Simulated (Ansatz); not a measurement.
`O[Si](Cl)(Cl)O[SiH3]` + HCl → `[SiH3]O[Si](Cl)(Cl)Cl` + H₂O  (ligand exchange at the Si–O bond)

Calculated with Ansatz (gas phase, PBE0-D4/def2-TZVP geometries, no zero-point term in ΔE). CCSD(T)/CBS adds triple-zeta CCSD(T) − MP2 to the extrapolated MP2 energy (def2 sets, frozen cores). This one scheme is used for every species. Functionals use def2-TZVPP. B3LYP here is the variant with VWN-RPA as its local correlation; programs differ in this. Each species was taken in one conformer, which may not be the lowest.

`O[Si](Cl)(Cl)O[SiH3]`:

```xyz
10

O    -1.407   -0.024    2.000
Si   -0.784   -0.628    0.636
Cl    0.189   -2.383    0.993
Cl   -2.249   -1.017   -0.727
O     0.231    0.464    0.064
Si    1.285    0.930   -1.111
H    -2.039   -0.556    2.487
H     1.763    2.287   -0.765
H     0.589    0.948   -2.421
H     2.423   -0.020   -1.157
```

HCl:

```xyz
2

Cl    0.326   -0.547    0.053
H    -0.326    0.547   -0.053
```

`[SiH3]O[Si](Cl)(Cl)Cl`:

Cartesian coordinates in Å:
```
Si 0.073 1.104 -1.207
O 0.467 0.123 0.060
Si 0.029 -0.989 1.121
Cl -1.489 -0.297 2.275
Cl 1.613 -1.437 2.294
Cl -0.594 -2.665 0.163
H 1.286 1.875 -1.559
H -1.021 2.016 -0.795
H -0.363 0.270 -2.352
```

H₂O:

```xyz
3

O     0.066   -0.315   -0.219
H     0.248    0.601   -0.442
H    -0.314   -0.286    0.661
```

```tsv
level	ΔE (kcal/mol)	difference from CCSD(T)/CBS
PBE-D4	2.5	-1.1
r2SCAN-D4	4.4	0.8
PBE0-D4	2.9	-0.7
B3LYP-D4	4.3	0.7
ωB97X-V	4.3	0.7
ωB97M-V	4.1	0.5
B2PLYP	5.0	1.4
PBE	3.0	-0.6
r2SCAN	4.6	1.0
PBE0	3.5	-0.1
B3LYP	5.4	1.8
HF/def2-TZVPP	7.2	3.6
MP2/def2-TZVPP	3.7	0.1
SCS-MP2/def2-TZVPP	4.7	1.1
CCSD/def2-TZVPP	5.6	2.0
CCSD(T)/def2-TZVPP	5.0	1.4
HF/def2-QZVPP	7.3	3.7
MP2/def2-QZVPP	2.9	-0.7
SCS-MP2/def2-QZVPP	4.0	0.4
HF/CBS(def2)	7.4	3.8
MP2/CBS(def2)	2.3	-1.3
CCSD/CBS(def2)	4.2	0.6
CCSD(T)/CBS	3.6	0
```

Largest T1 diagnostic among the species: 0.010.

In def2-TZVPP, CCSD(T) changes the Hartree–Fock value by −2.2 kcal/mol (the triples alone add −0.5 kcal/mol) and MP2 by −3.5 kcal/mol. The D4 term adds −1.0 kcal/mol with B3LYP and −0.5 kcal/mol with PBE0; it sums over pairs of atoms, weighted by their polarisabilities, and B3LYP, whose exchange is more repulsive, gets the larger term.
